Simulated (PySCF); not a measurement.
How methods differ on the excitation energy of Si

Si [Ne] 3s2 3p2 (3P) → Si [Ne] 3s1 3p2 4s1 (5P), as a difference of total energies. Computed with PySCF 2.14 in x2c-TZVPPall with one added diffuse shell each of s, p, d type (6s6p4d1f, 51 functions), with scalar relativity by spin-free X2C-1e. Correlated levels: valence: [Ne] frozen. The calculations carry no spin-orbit coupling.

| method | excitation energy (eV) |
| --- | --- |
| UHF | 8.616 |
| MP2 (valence) | 9.713 |
| SCS-MP2 (valence) | 10.072 |
| CCSD (valence) | 9.993 |
| CCSD(T) (valence) | 10.051 |

**Question.** How much does correlation contribute at CCSD(T) (valence)?

**Answer.** 10.051 − (8.616) = 1.435 eV, measured against UHF.

The upper state lies above the first ionisation limit, but in LS coupling its spin forbids autoionisation to the ground ion. A Rydberg-like electron needs more diffuse functions than a valence basis has.

The promoted electron is Rydberg-like, and one or two diffuse shells describe it only roughly, which tends to raise the upper state.
